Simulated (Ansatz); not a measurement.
```yaml
crystal:
  periodic: [false, false, false]
  atoms:
    - {symbol: B, position_ang: [0.829126, -1.385283, 1.121467]}
    - {symbol: O, position_ang: [0.875620, -0.511778, 0.156081]}
    - {symbol: Si, position_ang: [-0.045484, 0.538073, -0.363660]}
    - {symbol: O, position_ang: [-0.948326, 1.106849, 0.911310]}
    - {symbol: O, position_ang: [0.765182, 1.793494, -0.775347]}
    - {symbol: O, position_ang: [-0.971345, -0.037588, -1.521339]}
    - {symbol: Xx, position_ang: [1.574916, -2.442358, 0.846642]}
    - {symbol: H, position_ang: [-0.099963, -1.621449, 1.750402]}
    - {symbol: H, position_ang: [-1.629229, 0.446553, 1.357996]}
    - {symbol: H, position_ang: [1.574907, 1.692327, -1.288282]}
    - {symbol: H, position_ang: [-1.597310, 0.360065, -1.967633]}
basis:
  gaussian: {orbitals: def2-TZVP, point_charges: [{charge: 1.00, position_ang: [5.068, -0.846, 0.814]}]}
hamiltonian: {xc: {name: B2GP-PLYP}}
accuracy: high
output: {forces: true}
```

```sh
$ ansatz run in.yaml --threads 4 --pin off --events-out ev --progress --plain --max-ram 10444MiB
```

Shortened log:

```
Error: YAML parse error: error: line 10 column 16: `Xx` is not an element symbol (H … Og, case-exact)
 8 |     - {symbol: O, position_ang: [0.765182, 1.793494, -0.775347]}
 9 |     - {symbol: O, position_ang: [-0.971345, -0.037588, -1.521339]}
10 |     - {symbol: Xx, position_ang: [1.574916, -2.442358, 0.846642]}
11 |     - {symbol: H, position_ang: [-0.099963, -1.621449, 1.750402]}
12 |     - {symbol: H, position_ang: [-1.629229, 0.446553, 1.357996]}
```

What is wrong with this run?

An element symbol is wrong. The input was rejected before any iteration.
